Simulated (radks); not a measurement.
Results of a calculation; reference values are marked as such.
All-electron atom: In43+ in [He] 2s2 2p2.

Level of theory: Dirac Kohn-Sham, LDA (Slater exchange, Perdew-Wang correlation), spin-unpolarised, spherical densities, point nucleus; open shells are shared between the two j in proportion to 2j + 1 (a radial shooting solver on a logarithmic mesh with Libxc functionals).

Energy parts (hartree):
total: -3551.43438
kinetic: 3791.18332
electron-nucleus: -7508.76295
Hartree: 215.73391
exchange-correlation: -49.58866

Orbitals (lengths in bohr, moments of r in powers of bohr; r(max) is where P^2 peaks):
orbital      occ.  eigenvalue (hartree)   r(max)      <r^4>      <r>
1s1/2           2             -1153.065  0.01921  3.658e-06  0.02964
2s1/2           2             -267.3400   0.1057  0.0005170   0.1222
2p1/2    0.666667             -261.4696  0.08065  0.0003154   0.1023
2p3/2     1.33333             -252.6788  0.08476  0.0003633   0.1070

The highest occupied level is 2p3/2 at -6875.7 eV. The density falls to 0.001 e/bohr^3 at r = 0.44 bohr.
